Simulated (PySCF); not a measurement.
trans-PdH2(PF3)2 (singlet state).
Geometry (PBE0-D3(BJ)/def2-SVP, Å), atoms numbered from 1 in this order:
```xyz
11
F6H2P2Pd angstrom
Pd     0.0111   -0.0075    0.0065
H      1.5613    0.0707    0.4820
P      0.1987    2.1728   -0.1859
F      0.6088    2.9718    1.1082
F     -1.0056    3.0852   -0.6412
F      1.2839    2.7190   -1.1884
H     -1.5398   -0.0884   -0.4671
P     -0.1808   -2.1878    0.1911
F     -1.2639   -2.7362    1.1948
F      1.0224   -3.1065    0.6366
F     -0.5981   -2.9786   -1.1058
```

Method used: PBE0-D3(BJ)/def2-SVP geometry optimisation, gas phase, def2 core potentials past Kr (PySCF 2.14.0).

Question: Which atoms are bound to Pd1, and at what distances?

Answer: 4 atoms: H2 1.623 Å, H7 1.624 Å, P8 2.197 Å, P3 2.197 Å. The nearest atom not counted as bound is F11, at 3.23 Å (others tie with it).

Question: List the angles at Pd1.

Answer: 
```csv
angle,degrees,distance of the outer atoms (Å)
H2–Pd1–H7,179.9,3.25
P3–Pd1–P8,179.8,4.39
H2–Pd1–P8,96.1,2.87
P3–Pd1–H7,96.1,2.87
H2–Pd1–P3,84.0,2.59
H7–Pd1–P8,83.8,2.59
```

Question: What is the shape at Pd1?

Answer: Square planar: angles from 83.8° to 179.9°; τ4 = (360° − α − β)/141° = 0.00 with α and β the two widest (0 for a square, 1 for a tetrahedron).

Question: What are the other bond lengths?

Answer: P3–F4 and 5 like bonds 1.576 Å. (A selection.)

Question: Give some angles away from the centre.

Answer: Pd1–P3–F4 117.0°, Pd1–P3–F5 122.3°, F4–P3–F5 98.2°, F4–P3–F6 99.6°.

Point group: C2h (tolerance 0.08 Å). Charge 0, singlet. PBE0-D3(BJ)/def2-SVP frequencies: not computed here.

Time: 3.9 min wall; peak memory 0.73 GiB. Hardware: an AMD EPYC 9R14 with one thread, shared host. This is the geometry optimisation.
